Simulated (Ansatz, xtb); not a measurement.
Potential energy curve for Re(O)3(OH), SMILES [O]=[Re](=[O])(=[O])[OH] (HO4Re). The Re1–O5 bond (Re1 also carries O, O, O; O5 carries H) is stretched with both fragments frozen at the PBE0/def2-TZVP, def2 effective core potentials past Kr optimised geometry.

Methods: UKS-PBE0 = unrestricted PBE0/def2-TZVP, def2 effective core potentials past Kr (Ansatz, a quantum-chemistry and plane-wave program); UKS-BLYP = unrestricted BLYP/def2-TZVP, def2 effective core potentials past Kr (Ansatz); UKS-PBE = unrestricted PBE/def2-TZVP, def2 effective core potentials past Kr (Ansatz); GFN1-xTB (xtb); RKS-PBE = restricted PBE/def2-TZVP, def2 effective core potentials past Kr in Ansatz.

Energies are in kJ/mol, each relative to the lowest point of its own curve near equilibrium.

```tsv
R / Å	UKS-PBE0	UKS-BLYP	UKS-PBE	GFN1-xTB	RKS-PBE
1.48	399.6	451.2	426.4	199.5	426.4
1.61	?	151.0	136.5	?	136.5
1.71	27.9	44.3	36.4	0.0	36.4
1.77	5.4	13.6	9.2	1.6	9.2
1.82	0.0	?	0.0	9.9	0.0
1.88	?	0.0	1.2	25.7	1.2
1.96	28.0	13.2	17.8	53.1	17.8
2.07	?	49.9	58.4	97.6	58.4
2.22	156.8	117.1	129.8	163.5	129.8
2.42	269.6	214.5	231.2	251.6	231.2
2.64	383.7	314.1	333.7	342.1	333.7
2.97	435.5	402.4	423.6	440.5	449.9
3.36	432.3	426.0	447.1	496.6	503.6
3.80	433.5	434.1	454.9	528.1	528.1
4.42	436.5	438.9	459.6	—	544.2
5.26	439.2	441.8	462.5	—	?
```

Task: Fill in the missing entries.

Result: 
- 1.61, UKS-PBE0: 120.0
- 1.61, GFN1-xTB: 31.1
- 1.82, UKS-BLYP: 1.7
- 1.88, UKS-PBE0: 5.6
- 2.07, UKS-PBE0: 76.0
- 5.26, RKS-PBE: 554.5

Dashes: no converged value, or the column stops at the first point that the program doubted or that broke a chosen test of continuity, which isn't proof of a fault.

The unrestricted determinant behind UKS-PBE0, UKS-BLYP, UKS-PBE is spin-contaminated at 2.97 to 5.26 Å (<S²> up to 1.0, against 0.00 for a pure singlet). The restricted form behind RKS-PBE keeps the bonding electrons paired and can't separate into open-shell fragments.
